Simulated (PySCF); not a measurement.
Question: Write Cartesian coordinates for InChI=1S/C6H5FO/c7-5-1-3-6(8)4-2-5/h1-4,8H as optimised with GFN2-xTB.

Answer: 
```
atom  x, y, z in Å
O1    -2.165   -0.895   -0.892
C2    -0.996   -0.410   -0.398
C3     0.080   -0.096   -1.220
C4     1.253    0.395   -0.678
C5     1.335    0.567    0.690
F6     2.480    1.046    1.225
C7     0.277    0.261    1.528
C8    -0.892   -0.228    0.980
H9    -2.110   -0.977   -1.852
H10   -0.001   -0.237   -2.289
H11    2.095    0.643   -1.304
H12    0.376    0.408    2.592
H13   -1.737   -0.477    1.601
```

Any rigid rotation of these coordinates is as good. Atoms count from 1 in this order. O1 (phenol-type oxygen) is bent (angle 110.1°). The 6-membered ring C2–C3–C4–C5–C7–C8 has internal angles of 118.9° to 121.8° (sum 720°, against 720° for a flat polygon); it is planar, 0.00 Å rms from its mean plane, widest ring torsion 0°. Of the pairs four or more bonds apart, H9···H10 is among the closest relative to their van der Waals radii: 2.28 Å, 95 % of the sum of Bondi's values. The 8 heavy atoms lie in one plane (0.000 Å rms).

Bonds between heavy atoms (Å): O1–C2 1.358, C2–C3 1.391, C3–C4 1.383, C4–C5 1.381, C5–F6 1.352, C5–C7 1.384, C7–C8 1.380, C2–C8 1.393.

Structure optimised with GFN2-xTB, isolated species.

Point group: Cs (tolerance 0.08 Å). Whether it is a minimum is left open (no frequencies). One conformer, not necessarily the lowest (H–O1–C2–C3 0°).

These are computed values.
